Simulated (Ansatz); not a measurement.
The first iterations of a band of BClH2 + BrH (6 atoms, charge 0, multiplicity 1).

All numbers below come from Ansatz 0.2.0, RKS PBE0-D4/def2-SVP.

| Quantity | Value |
| --- | --- |
| movable images | 7 |
| climbing image | yes |
| spring | 5.0 eV/Å² |
| optimiser | quadratic models (default) |
| start path | through a guess of the saddle point |
| force threshold | 0.05 eV/Å |
| iteration limit | 60 |
| end points | relaxed |

First end point:

```xyz
6
Properties=species:S:1:pos:R:3
B -0.016 0.263 0.079
Cl -0.058 0.884 1.722
H 1.058 0.152 -0.450
H -1.063 0.100 -0.486
Br 0.061 -2.676 0.717
H 0.174 -2.237 2.066
```

Last end point:

```xyz
6
Properties=species:S:1:pos:R:3
B 0.009 -0.462 -0.305
Cl 0.025 0.216 2.370
H 1.054 0.108 -0.467
H -1.072 0.045 -0.436
Br 0.069 -2.374 -0.142
H 0.069 -1.046 2.628
```

| iteration | highest image above the first end (eV) | largest band force component (eV/Å) |
| --- | --- | --- |
| 1 | 2.432 | 6.750 |
| 2 | 0.820 | 2.021 |
| 3 | 0.580 | 0.944 |

Problem. Does the band converge within its limit, and where does its top end?

Solution. The forces met the threshold. It ended after 11 iterations with the highest image 0.469 eV above the first end. A vibrational analysis at the climbing image gives one clearly imaginary mode, 621i cm⁻¹: a first-order saddle point. The orbitals stay closed-shell, which can raise the energy where a bond breaks towards radicals; this wasn't checked here.

The run took 3.7 min on 1 thread of Arm Neoverse V1 (shared host), peak memory 0.16 GiB.
